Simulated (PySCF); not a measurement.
**Basis and Hamiltonian dependence of the excitation energy of Mg⁺**

Mg⁺ [Ne] 3s1 (2S) → Mg⁺ [Ne] 3p1 (2P). All values are computed (PySCF 2.14, energy differences of UHF-based or UKS calculations, no spin-orbit coupling). Values in eV.

```
                                                               basis       Hamiltonian  functions    UHF  r2SCAN   PBE0  CCSD(T) (valence and next inner shell)
                                                      aug-cc-pVDZ-DK     spin-free X2C         27  4.304   4.045  4.113                                     n/a
                                                        ANO-RCC-VTZP     spin-free X2C         34  4.298   4.051  4.128                                   4.384
                                                         def2-TZVPPD  non-relativistic         35  4.298   4.058  4.131                                   4.389
                                                      aug-cc-pVTZ-DK     spin-free X2C         50  4.298   4.050  4.141                                     n/a
                                                         def2-QZVPPD  non-relativistic         63  4.278   4.020  4.110                                   4.414
                                                          dyall-av2z  non-relativistic         64  4.299   4.049  4.127                                     n/a
                                                        x2c-QZVPPall     spin-free X2C         66  4.297   4.045  4.135                                   4.421
                                                     aug-cc-pCVTZ-DK     spin-free X2C         75  4.297   4.045  4.135                                   4.401
   x2c-QZVPPall with one added diffuse shell each of s, p, d, f type     spin-free X2C         82  4.297   4.045  4.135                                   4.421
                                                         aug-cc-pVQZ  non-relativistic         84  4.277   4.027  4.117                                     n/a
                                                      aug-cc-pVQZ-DK     spin-free X2C         84  4.298   4.049  4.140                                     n/a
aug-cc-pCVTZ-DK with one added diffuse shell each of s, p, d, f type     spin-free X2C         91  4.297   4.046  4.135                                   4.401
 aug-cc-pVQZ with one added diffuse shell each of s, p, d, f, g type  non-relativistic        109  4.277   4.026  4.117                                     n/a
                                                         aug-cc-pV5Z  non-relativistic        131  4.277   4.023  4.116                                     n/a
```

Frozen in the all-electron rows: valence: [Ne]; valence and next inner shell: 1s2.

Reference for a calculation without spin-orbit coupling: 4.430 eV (measured, between term centres; NIST).
